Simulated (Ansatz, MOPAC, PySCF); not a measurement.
Pair of molecules: H2O (SMILES O) (first 3 atoms) with Si2H6 (SMILES [SiH3][SiH3]); geometry from B3LYP-D3(BJ)/def2-TZVP, rigid monomers moved along the line of their centres of mass till O1···Si5 is 4.33 Å.
(charge 0, multiplicity 1):
```xyz
11

O      0.7691     0.6881     0.7472
H      1.5741     0.1666     0.6564
H      0.1703     0.3582     0.0684
Si    -0.9202    -1.5082     4.0873
Si    -0.9084     0.7474     4.7408
H      0.4528    -1.9919     3.7965
H     -1.7483    -1.7123     2.8723
H     -1.4789    -2.3775     5.1551
H      0.4729     1.2797     4.7683
H     -1.4735     0.8760     6.1099
H     -1.7407     1.5638     3.8282
```

Interaction energies are E(AB) − E(A) − E(B) at the monomers' geometry in the complex; basis-set methods are counterpoise corrected. Rows marked so take none.

Rows in 6-31G* carry no dispersion term and start afresh at each structure (6-31G* with six Cartesian d functions). The state reached by AM1, PM7 isn't checked; PM7 holds dispersion and hydrogen-bond terms.

Programs: Ansatz (a quantum-chemistry and plane-wave program) with Gaussian orbitals; MOPAC for AM1, PM7 (differences of heats of formation); PySCF for 6-31G* rows, the dispersion terms. 

Q: One of these levels gives -0.07 kcal/mol for the interaction energy. Name it.
A. PBE-D3(BJ)/def2-TZVPPD
B. PM7
C. BP86/6-31G* (no counterpoise)
D. AM1

A: D, AM1. The others give -0.70 (PM7), -1.21 (PBE-D3(BJ)/def2-TZVPPD), -1.64 (BP86/6-31G* (no counterpoise))
